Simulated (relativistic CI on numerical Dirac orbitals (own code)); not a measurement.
**Line list: Electric-dipole lines, Rb X**

Calculated at this level of theory: Dirac-Coulomb-Breit CI, KLI orbitals optimised for each configuration, a model potential for QED, unscaled Slater integrals (own radial code, finite nucleus).

Configurations in the expansion (outside the closed core [Ne] 3s2): 3p6.3d10, 3p6.3d9.4s, 3p6.3d9.4p, 3p6.3d8.4s2, 3p6.3d9.4d, 3p6.3d8.4s.4p, 3p6.3d9.5s, 3p6.3d8.4p2, 3p6.3d9.4f, 3p6.3d9.5p, 3p6.3d8.4s.4d, 3p6.3d9.5d, 3p6.3d8.4p.4d, 3p6.3d9.5f, 3p6.3d9.5g, 3p5.3d10.4s. Levels of other configurations are missing.

| λ vac (nm) | Lower | Upper | A (s⁻¹) | E lower (cm⁻¹) | E upper (cm⁻¹) |
| --- | --- | --- | --- | --- | --- |
| 5.5749 | 3p6.3d10 1S_0 [1] | 3p6.3d9.5f 1P°_1 [134] | 1.22e+12 | 0 | 1793760 |
| 6.4812 | 3p6.3d10 1S_0 [1] | 3p6.3d9.4f 1P°_1 [61] | 1.16e+12 | 0 | 1542922 |
| 9.4354 | 3p6.3d9.4s 3D_2 [3] | 3p5.3d10.4s 1P°_1 [157] | 4.11e+11 | 829237 | 1889079 |
| 9.4764 | 3p6.3d9.4s 3D_3 [2] | 3p5.3d10.4s 3P°_2 [149] | 4.08e+11 | 825812 | 1881065 |
| 35.340 | 3p6.3d9.4p 3P°_2 [6] | 3p6.3d9.4d 3P_2 [21] | 2.03e+10 | 986317 | 1269280 |
| 36.443 | 3p6.3d9.4p 3F°_3 [7] | 3p6.3d9.4d 3G_4 [19] | 2.61e+10 | 993744 | 1268145 |
| 36.792 | 3p6.3d9.4p 3F°_2 [9] | 3p6.3d9.4d 3G_3 [24] | 1.40e+10 | 1002907 | 1274707 |
| 36.906 | 3p6.3d9.4f 3H°_6 [43] | 3p6.3d9.5g 3I_7 [116] | 4.64e+10 | 1509537 | 1780494 |
| 37.032 | 3p6.3d9.4f 3H°_5 [44] | 3p6.3d9.5g 1I_6 [117] | 4.52e+10 | 1510462 | 1780496 |
| 37.069 | 3p6.3d9.4p 3P°_2 [6] | 3p6.3d9.4d 3S_1 [18] | 2.06e+10 | 986317 | 1256087 |
| 37.107 | 3p6.3d9.4f 3H°_4 [53] | 3p6.3d9.5g 3I_5 [131] | 4.24e+10 | 1523508 | 1793001 |
| 37.167 | 3p6.3d9.4f 1H°_5 [54] | 3p6.3d9.5g 3I_6 [132] | 4.41e+10 | 1523981 | 1793034 |
| 37.209 | 3p6.3d9.4p 1D°_2 [12] | 3p6.3d9.4d 3G_3 [29] | 1.34e+10 | 1012858 | 1281609 |
| 37.292 | 3p6.3d9.4f 3D°_3 [46] | 3p6.3d9.5g 3F_4 [123] | 2.93e+10 | 1513246 | 1781401 |
| 37.444 | 3p6.3d9.4f 3F°_4 [47] | 3p6.3d9.5g 3G_5 [126] | 3.57e+10 | 1514703 | 1781770 |
| 37.449 | 3p6.3d9.4f 3F°_3 [56] | 3p6.3d9.5g 3F_4 [135] | 3.66e+10 | 1526756 | 1793784 |
| 37.528 | 3p6.3d9.4f 3H°_4 [48] | 3p6.3d9.5g 3H_5 [124] | 3.68e+10 | 1515222 | 1781687 |
| 37.558 | 3p6.3d9.4f 3G°_5 [49] | 3p6.3d9.5g 3H_6 [125] | 3.90e+10 | 1515447 | 1781704 |
| 37.633 | 3p6.3d9.4f 3G°_4 [57] | 3p6.3d9.5g 3H_5 [137] | 4.16e+10 | 1528434 | 1794160 |
| 37.689 | 3p6.3d9.4f 1F°_3 [50] | 3p6.3d9.5g 1G_4 [127] | 3.34e+10 | 1516455 | 1781788 |
| 37.740 | 3p6.3d9.4f 3G°_3 [58] | 3p6.3d9.5g 3H_4 [136] | 3.67e+10 | 1529182 | 1794153 |
| 37.810 | 3p6.3d9.4p 3F°_4 [10] | 3p6.3d9.4d 3G_5 [20] | 2.67e+10 | 1003770 | 1268251 |
| 37.842 | 3p6.3d9.4p 3F°_3 [15] | 3p6.3d9.4d 3F_4 [31] | 2.54e+10 | 1020047 | 1284304 |
| 37.936 | 3p6.3d9.4p 3D°_2 [17] | 3p6.3d9.4d 3F_3 [33] | 1.90e+10 | 1026482 | 1290083 |
| 38.091 | 3p6.3d9.4p 3D°_3 [13] | 3p6.3d9.4d 3F_4 [27] | 1.94e+10 | 1014550 | 1277076 |
| 41.268 | 3p6.3d9.4d 3G_4 [19] | 3p6.3d9.4f 3H°_5 [44] | 2.64e+10 | 1268145 | 1510462 |
| 41.340 | 3p6.3d9.4d 3G_3 [29] | 3p6.3d9.4f 3H°_4 [53] | 2.43e+10 | 1281609 | 1523508 |
| 41.357 | 3p6.3d9.4d 3D_3 [23] | 3p6.3d9.4f 3F°_4 [47] | 1.26e+10 | 1272903 | 1514703 |
| 41.445 | 3p6.3d9.4d 3G_5 [20] | 3p6.3d9.4f 3H°_6 [43] | 2.72e+10 | 1268251 | 1509537 |
| 41.578 | 3p6.3d9.4d 3G_3 [24] | 3p6.3d9.4f 3H°_4 [48] | 1.67e+10 | 1274707 | 1515222 |
| 41.723 | 3p6.3d9.4d 3F_4 [31] | 3p6.3d9.4f 1H°_5 [54] | 2.60e+10 | 1284304 | 1523981 |
| 41.840 | 3p6.3d9.4d 3F_2 [32] | 3p6.3d9.4f 3F°_3 [56] | 2.04e+10 | 1287748 | 1526756 |
| 41.951 | 3p6.3d9.4d 3F_4 [27] | 3p6.3d9.4f 3G°_5 [49] | 2.22e+10 | 1277076 | 1515447 |
| 41.955 | 3p6.3d9.4d 3F_3 [33] | 3p6.3d9.4f 3G°_4 [57] | 2.28e+10 | 1290083 | 1528434 |
| 52.984 | 3p6.3d9.4s 3D_3 [2] | 3p6.3d9.4p 3D°_3 [13] | 4.10e+09 | 825812 | 1014550 |
| 54.460 | 3p6.3d9.4s 3D_2 [3] | 3p6.3d9.4p 1D°_2 [12] | 4.35e+09 | 829237 | 1012858 |
| 56.193 | 3p6.3d9.4s 3D_3 [2] | 3p6.3d9.4p 3F°_4 [10] | 5.87e+09 | 825812 | 1003770 |
| 56.237 | 3p6.3d9.4s 1D_2 [5] | 3p6.3d9.4p 3F°_3 [15] | 4.65e+09 | 842230 | 1020047 |
| 60.788 | 3p6.3d9.4s 3D_2 [3] | 3p6.3d9.4p 3F°_3 [7] | 3.23e+09 | 829237 | 993744 |
| 62.304 | 3p6.3d9.4s 3D_3 [2] | 3p6.3d9.4p 3P°_2 [6] | 4.05e+09 | 825812 | 986317 |
| 89.052 | 3p6.3d9.5p 3F°_4 [62] | 3p6.3d9.5d 3G_5 [73] | 6.51e+09 | 1546444 | 1658738 |
| 93.864 | 3p6.3d9.5d 3G_4 [74] | 3p6.3d9.5f 3H°_5 [98] | 7.00e+09 | 1658781 | 1765318 |
| 94.403 | 3p6.3d9.5d 3G_5 [73] | 3p6.3d9.5f 3H°_6 [97] | 7.19e+09 | 1658738 | 1764666 |
| 94.573 | 3p6.3d9.5d 1G_4 [85] | 3p6.3d9.5f 1H°_5 [111] | 7.10e+09 | 1672350 | 1778088 |
| 94.948 | 3p6.3d9.5d 3F_4 [79] | 3p6.3d9.5f 3G°_5 [103] | 5.82e+09 | 1662790 | 1768111 |

Terms are leading LS components. Brackets give the number of a level in order of energy, since labels repeat. The list gives strong lines, with weight on those to low levels, without lines whose two gauges differ by over a factor of 2.5, among the lowest 200 of 863 levels, so that lines to higher ones, which can be the strongest, are missing. Levels whose partners in the same complex of configurations lie outside the list can be far off, and so can their lines. Rates are taken at the computed energies, electric ones in the length gauge.

At this charge energies of transitions that change n are usually good to better than 1 %, and those within a shell (Δn = 0) to a few per cent.

Problem. From the table, what is the radiative lifetime of 3p6.3d9.5f 1P°_1?

Solution. The listed rates from this level add up to about 1.22e+12 s⁻¹, 99 % of its decay; with all channels τ = 8.10e-13 s.

LS names give the leading component of a level, which can be under half, so a name can repeat, a term be missing and a line seem to break the LS rules.
